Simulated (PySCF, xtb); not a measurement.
BH2O3, SMILES [O]B(O)O (connectivity only; charge and spin as stated), charge -1, multiplicity 1.

GFN2-xTB in xtb at its own geometry gives an orbital gap of 7.72 eV.

The structure is a stationary point at ωB97X-D3(BJ)/def2-SVPD. The multiplicity is an assumed one; other spin states were not compared. The isomer is the one that the SMILES or the coordinates give; other isomers of the formula were not compared. Other conformers were not sampled.

**Question.** What does PySCF with PBE/def2-TZVPD give? (Estimate from the structure and the level; the computed values follow.)

**Answer.** gap 2.27 eV (levels 0.47 and 2.74 eV).
